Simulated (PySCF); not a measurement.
# Ionisation energy of Dy²⁶⁺ by level of theory

Dy²⁶⁺ [Kr] 4d4 [4d3/2^4, M_J = 0] → Dy²⁷⁺ [Kr] 4d3 [4d3/2^3, M_J = 3/2], as a difference of total energies. All numbers are calculated (PySCF 2.14, the two-component X2C-1e Hamiltonian, in an even-tempered Gaussian basis (17 s from 2.1 bohr⁻², ratio 2.8; 14 p from 2.7 bohr⁻², ratio 2.8; 9 d from 2.7 bohr⁻², ratio 2.8; 3 f from 11 bohr⁻², ratio 3)). Correlated levels: [Ar] 3d10 frozen; the 92 highest virtual spinors dropped. "Screened" scales the spin-orbit matrix elements by Boettger's factors to mimic the two-electron term; Breit and QED terms are absent.

```csv
method,ionisation energy (eV)
GHF (spin-free),920.98
GMP2 (spin-free),921.19
GHF (screened spin-orbit),923.28
GMP2 (screened spin-orbit),923.99
```

How much does correlation contribute at GMP2 (screened spin-orbit)?

923.99 − (923.28) = 0.71 eV, measured against GHF (screened spin-orbit).

Breit and QED terms and the two-electron picture change are absent.

The spin-free rows relax to the high-spin LS determinant and lack the spin-orbit shift.

The labels give the starting determinants; with spin-orbit coupling the two ends relaxed to ⟨J²⟩ = 0.00, ⟨L²⟩ = 2.45, ⟨S²⟩ = 2.45 and ⟨J²⟩ = 3.95, ⟨L²⟩ = 8.75, ⟨S²⟩ = 2.38.

For comparison: 924 ± 4 eV (theoretical estimate listed by NIST; NIST Atomic Spectra Database, ionization energies).
